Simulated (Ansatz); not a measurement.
Reactions of `[NH2][Sb]([NH2])[OH]`.

Calculated with Ansatz (gas phase, PBE0-D4/def2-TZVP geometries, no zero-point term in ΔE). CCSD(T)/CBS adds triple-zeta CCSD(T) − MP2 to the extrapolated MP2 energy (def2 sets, frozen cores). This one scheme is used for every species, atoms too. For atomizations the MP2-based limit and the directly extrapolated one differ by several kJ/mol either way, and by 10 to 25 for some Ge, Se and Sn compounds, so smaller differences from it don't rank the levels. No spin–orbit coupling; open shells (•) take unrestricted orbitals. Spin–orbit coupling would lower the free atoms: a little for O. Elements past krypton have def2 core potentials. Bonds to Sb are less sure, by a few kJ/mol each and by 10 to 20 or more in all where they break to atoms, as the def2 sets lack core-valence functions. Each species was taken in one conformer, which may not be the lowest.

Task: Order these by ΔE at CCSD(T)/CBS, lowest first. (Estimate.)
A. `[NH2][Sb]([NH2])[OH]` + H₂ → `[NH2][SbH][NH2]` + H₂O
B. `[NH2][Sb]([NH2])[OH]` → 5 H• + 2 N• + O• + Sb•
C. `[NH2][Sb]([NH2])[OH]` + H₂ → `[NH2][SbH][OH]` + NH₃

Result: C (+2.7 kJ/mol), A (+30.3 kJ/mol), B (+2891.3 kJ/mol).

Largest T1 diagnostic: 0.014, for `[NH2][SbH][OH]`.
